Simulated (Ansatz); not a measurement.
Calculated with Ansatz (gas phase, PBE0-D4/def2-TZVP geometries, no zero-point term in ΔE). CCSD(T)/CBS adds triple-zeta CCSD(T) − MP2 to the extrapolated MP2 energy (def2 sets, frozen cores). Functionals use def2-TZVPP. B3LYP here is the variant with VWN-RPA as its local correlation; programs differ in this. For Br, Mg outer-core shells are correlated without core-valence functions, which leaves a few kJ/mol of doubt a bond. Scalar relativity is left out up to krypton. Each species was taken in one conformer, which may not be the lowest.

Consider the redistribution: `[NH2][Mg][Br]` + `COB(O)O[SiH3]` → `C[O][Mg][NH2]` + `OB(Br)O[SiH3]`.

`[NH2][Mg][Br]`:

```xyz
5

N    -0.650   -0.727    0.061
Mg    0.596    0.667   -0.056
Br    2.150    2.403   -0.202
H    -1.357   -0.956   -0.622
H    -0.739   -1.387    0.819
```

`COB(O)O[SiH3]`:

Cartesian coordinates in Å:
```
C 0.364 2.066 -0.003
O -0.108 0.744 0.086
B 0.669 -0.325 -0.280
O 1.942 -0.223 -0.760
O 0.136 -1.569 -0.158
Si -1.346 -2.043 0.382
H -0.432 2.731 0.331
H 1.237 2.227 0.640
H 0.622 2.334 -1.035
H 2.271 0.675 -0.825
H -1.553 -1.625 1.793
H -1.376 -3.522 0.294
H -2.425 -1.472 -0.464
```

`C[O][Mg][NH2]`:

```xyz
9

C     1.537    1.004   -1.158
O     0.566    0.363   -0.426
Mg   -0.683   -0.449    0.515
N    -2.016   -1.317    1.520
H     1.380    2.092   -1.183
H     1.557    0.657   -2.202
H     2.541    0.833   -0.744
H    -1.977   -1.534    2.504
H    -2.904   -1.649    1.175
```

`OB(Br)O[SiH3]`:

Z-matrix (Å, degrees):
```
Si
O 1 1.659
H 1 1.480 2 105.9
H 1 1.482 2 109.9 3 119.2
H 1 1.482 2 109.9 3 -119.2
B 2 1.338 1 134.4 3 -179.9
Br 6 1.961 2 120.1 1 0.1
O 6 1.347 2 120.4 1 -179.9
H 8 0.960 6 113.6 2 -180.0
```

Task: Is it downhill or uphill in electronic energy at CCSD(T)/CBS, and by how much? (An estimate is asked.)

Result: Ansatz gave: Uphill: ΔE = +30.9 kcal/mol.

Task: What do these levels give: PBE-D4, PBE0-D4, ωB97M-V, B2PLYP, PBE, PBE0, B3LYP, HF/def2-TZVPP, MP2/def2-TZVPP, SCS-MP2/def2-TZVPP, CCSD/def2-TZVPP, MP2/CBS(def2)? (Best estimate.)

Result: The calculation gave: PBE-D4 29.6, PBE0-D4 32.3, ωB97M-V 32.5, B2PLYP 31.7, PBE 29.8, PBE0 32.5, B3LYP 32.0, HF/def2-TZVPP 39.2, MP2/def2-TZVPP 30.2, SCS-MP2/def2-TZVPP 30.7, CCSD/def2-TZVPP 32.8, MP2/CBS(def2) 29.0 kcal/mol.

Largest T1 diagnostic among the species: 0.012.

From PBE to PBE0 (25 % exact exchange), in def2-TZVPP and without D4, ΔE moves by +2.6 kcal/mol. In def2-TZVPP, CCSD(T) changes the Hartree–Fock value by −7.2 kcal/mol (the triples alone add −0.8 kcal/mol) and MP2 by −9.1 kcal/mol.
